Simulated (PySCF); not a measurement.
# Working out the ionisation energy of Ne²⁺

Ne²⁺ [He] 2s2 2p4 (3P) → Ne³⁺ [He] 2s2 2p3 (4S). Computed with PySCF 2.14 in aug-cc-pVQZ-DK (6s5p4d3f2g, 80 functions), with the spin-free X2C one-electron Hamiltonian (Gaussian nucleus). Frozen: 1s2. Energies in hartree (1 hartree = 27.21139 eV):

| part | Ne²⁺ (lower) | Ne³⁺ (upper) |
| --- | --- | --- |
| UHF | -126.516774 | -124.244784 |
| MP2 opposite-spin | -0.123822 | -0.080108 |
| MP2 same-spin | -0.037826 | -0.032238 |

Task: What does Hartree-Fock give?

Result: (-124.244784) − (-126.516774) = 2.271990 hartree = 61.824 eV.

Task: What do MP2 and SCS-MP2 (6/5 opposite-spin, 1/3 same-spin) give?

Result: The opposite-spin parts differ by 1.190 eV and the same-spin parts by 0.152 eV. MP2: 61.824 + (1.190) + (0.152) = 63.166 eV. SCS-MP2: 61.824 + 1.2 × (1.190) + (0.152)/3 = 63.303 eV.

A first-order spin-orbit estimate adds 0.037 eV to MP2 (valence), giving 63.203 eV against 63.423 eV (measured; NIST Atomic Spectra Database, ionization energies).

What remains against the reference includes basis incompleteness, the frozen core and correlation beyond second order.
